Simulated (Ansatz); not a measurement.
Frontier orbitals of CH$_{6}$F$_{2}$Si$_{2}$ (`FC(F)([SiH3])[SiH3]`).

Charge 0, multiplicity 1. Geometry: relaxed with PBE0-D4/def2-TZVP. Basis def2-TZVPP, Ansatz.

| functional | HOMO (eV) | LUMO (eV) |
| --- | --- | --- |
| CAM-B3LYP | -9.44 | 0.93 |

Question: Give HOMO and LUMO (eV) with LDA (SPW92), PBE, revPBE, BLYP, r2SCAN, B97M-V, PBE0, B3LYP, r2SCANh, r2SCAN0, HSE06 (plane-wave form), BHLYP, LC-ωPBE, ωB97X-V, ωB97M-V, HF. (An estimate is asked.)

Answer: The calculation gave: 
```json
{"functional": "LDA (SPW92)", "HOMO": "-6.75", "LUMO": "-1.13"}
{"functional": "PBE", "HOMO": "-6.59", "LUMO": "-0.89"}
{"functional": "revPBE", "HOMO": "-6.53", "LUMO": "-0.78"}
{"functional": "BLYP", "HOMO": "-6.51", "LUMO": "-0.75"}
{"functional": "r2SCAN", "HOMO": "-6.87", "LUMO": "-0.55"}
{"functional": "B97M-V", "HOMO": "-7.05", "LUMO": "-0.83"}
{"functional": "PBE0", "HOMO": "-8.02", "LUMO": "-0.04"}
{"functional": "B3LYP", "HOMO": "-7.82", "LUMO": "-0.24"}
{"functional": "r2SCANh", "HOMO": "-7.40", "LUMO": "-0.25"}
{"functional": "r2SCAN0", "HOMO": "-8.21", "LUMO": "0.19"}
{"functional": "HSE06 (plane-wave form)", "HOMO": "-7.62", "LUMO": "-0.41"}
{"functional": "BHLYP", "HOMO": "-9.41", "LUMO": "0.80"}
{"functional": "LC-ωPBE", "HOMO": "-10.71", "LUMO": "2.09"}
{"functional": "ωB97X-V", "HOMO": "-10.39", "LUMO": "1.95"}
{"functional": "ωB97M-V", "HOMO": "-10.27", "LUMO": "1.63"}
{"functional": "HF", "HOMO": "-11.51", "LUMO": "2.89"}
```

B3LYP here is the variant with VWN-RPA as its local correlation; programs differ in this. LC-ωPBE has ω = 0.4 bohr⁻¹. Positive LUMOs are unbound and depend on the basis.
